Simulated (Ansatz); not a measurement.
```yaml
crystal:
  periodic: [false, false, false]
  atoms:
    - {symbol: B, position_ang: [-1.533398, 0.523298, -0.064925]}
    - {symbol: C, position_ang: [-0.455429, -0.469572, -0.518477]}
    - {symbol: Ge, position_ang: [1.209325, 0.030515, 0.410064]}
    - {symbol: Cl, position_ang: [2.705958, -1.377057, -0.255318]}
    - {symbol: H, position_ang: [-1.691111, 1.559288, -0.644839]}
    - {symbol: H, position_ang: [-2.182326, 0.311317, 0.919180]}
    - {symbol: H, position_ang: [-0.611329, -1.506324, -0.210963]}
    - {symbol: H, position_ang: [-0.179712, -0.415390, -1.574279]}
    - {symbol: H, position_ang: [1.107330, -0.129872, 1.931789]}
    - {symbol: H, position_ang: [1.713792, 1.422596, 0.010770]}
basis:
  gaussian: {orbitals: aug-pcseg-2, fitting: {mean_field: def2-universal-jkfit}}
hamiltonian: {xc: {name: wB97M-V}}
accuracy: high
outputs: {forces: true}
output: {forces: true}
```

```sh
$ ansatz run in.yaml --threads 4 --pin off --events-out ev --progress --plain --max-ram 10444MiB
```

Output, abridged:

```
Error: YAML parse error: error: line 18 column 1: unknown field `outputs`, expected one of crystal, accuracy, basis, kpoints, hamiltonian, magnetization, projection, total_charge, correlation, batch, efield, external_charges, scf, relax, neb, saddle, md, ramp, phonons, dielectric, real_time, elastic, magnetic_configurations, gw, evaluate, workflow, output, checkpoint, execution
16 | hamiltonian: {xc: {name: wB97M-V}}
17 | accuracy: high
18 | outputs: {forces: true}
19 | output: {forces: true}
```

**Question.** What is wrong with this run?

**Answer.** The input holds a key that doesn't belong there. The program refused the input.
